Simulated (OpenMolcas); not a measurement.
How methods differ on GeNH3Cl (SMILES [NH2][GeH][Cl])

The species is GeNH3Cl (6 atoms), meant as a doublet with charge 0. As SMILES, `[NH2][GeH][Cl]`. The coordinates come from a PBE0-D4/def2-TZVP relaxation. This is one conformer, not always the lowest.

```tsv
atom	x (Å)	y (Å)	z (Å)
N	-0.4463	0.3179	-0.7883
Ge	0.0754	-0.1510	0.9081
Cl	1.2430	-1.9569	0.6233
H	-0.9845	1.1712	-0.8614
H	-0.8887	-0.4143	-1.3272
H	1.0432	0.9691	1.3993
```

Each level gives the dipole moment (D). The values are calculated.

```json
{"level": "USVWN5/cc-pVDZ", "kind": "LDA", "program": "OpenMolcas", "value (D)": "3.05", "CPU time": "30 s"}
{"level": "U-revPBE/cc-pVDZ", "kind": "GGA", "program": "OpenMolcas", "value (D)": "3.02", "CPU time": "48 s"}
{"level": "UBLYP/cc-pVDZ", "kind": "GGA", "program": "OpenMolcas", "value (D)": "2.99", "CPU time": "46 s"}
{"level": "UPBE/cc-pVDZ", "kind": "GGA", "program": "OpenMolcas", "value (D)": "3.02", "CPU time": "45 s"}
{"level": "U-r2SCAN/cc-pVDZ", "kind": "meta-GGA", "program": "OpenMolcas", "value (D)": "3.12", "CPU time": "59 s"}
{"level": "UM06-L/cc-pVDZ", "kind": "meta-GGA", "program": "OpenMolcas", "value (D)": "3.22", "CPU time": "56 s"}
{"level": "UTPSS/cc-pVDZ", "kind": "meta-GGA", "program": "OpenMolcas", "value (D)": "3.07", "CPU time": "65 s"}
{"level": "UPBE0/cc-pVDZ", "kind": "global hybrid", "program": "OpenMolcas", "value (D)": "3.11", "CPU time": "45 s"}
```

All-electron rows without a relativistic Hamiltonian named are non-relativistic. The values span 2.99 to 3.22 D. Magnitudes only. CPU times are rough (shared hosts, several kinds of processor): they show what a rung costs within a factor of a few.
